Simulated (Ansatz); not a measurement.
Mulliken charges of CH5FGeO2, SMILES `OC(F)[O][GeH3]` from PBE/def2-TZVPP in Ansatz (PBE0-D4/def2-TZVP geometry).

```
atom   x (Å)   y (Å)   z (Å)  charge (e)
  O1   0.580   0.197   1.394      -0.286
  C2   0.790  -0.799   0.460       0.265
  F3  -0.097  -1.833   0.745      -0.202
  O4   0.585  -0.321  -0.773      -0.328
 Ge5  -0.785   0.831  -1.069       0.280
  H6   0.548  -0.200   2.270       0.198
  H7   1.790  -1.243   0.528       0.081
  H8  -2.035   0.352  -0.325       0.002
  H9  -0.351   2.235  -0.638      -0.007
 H10  -0.942   0.729  -2.589      -0.003
```

Task: By hand: the dipole of these point charges (1 e Å = 4.8032 D).

Result: Σ q r = (-0.094, 0.283, 0.031) e Å, of length 0.300 e Å = 1.44 D.

Task: How does the dipole of the full density compare? (Best estimate.)

Result: The calculation gave: (-0.002, 0.165, 0.203) e Å, 1.26 D; the point charges give 1.14 times that, at 47° from its direction.

Point charges leave out the atoms' own dipoles, such as those of lone pairs, and Mulliken's split depends on the basis, so the two needn't agree.
